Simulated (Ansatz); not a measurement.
Cartesian coordinates in Å:
```
C 0.0978 1.9045 -1.8143
C -0.1183 0.9009 -1.1828
Si -0.4114 -0.5884 -0.1914
C 0.4511 -0.5185 1.4365
Cl 0.2423 -2.2034 -1.2626
Cl -2.4282 -0.7769 0.0910
H 0.2859 2.7902 -2.3776
H 0.0975 0.3417 2.0092
H 0.2552 -1.4277 2.0080
H 1.5282 -0.4223 1.2840
```

The species carries charge 0 and has multiplicity 1.

Task: List the r2SCAN/def2-TZVPP orbital energies in eV (Ansatz 0.2.0). (Estimate.)

Result: Ansatz gave: Occupied: -2753.44, -2753.44, -1793.11, -273.78, -273.24, -273.16, -254.85, -254.85, -193.38, -193.38, -193.25, -193.25, -193.24, -193.24, -143.34, -98.25, -98.21, -98.14, -22.05, -21.33, -19.93, -18.73, -14.94, -13.41, -11.44, -11.18, -10.39, -10.20, -9.94, -8.73, -8.54, -8.14, -8.06, -7.70, -7.62. Lowest empty: -1.27, -1.22, 0.57, 1.45, 1.76, 1.79, 2.42, 2.63.
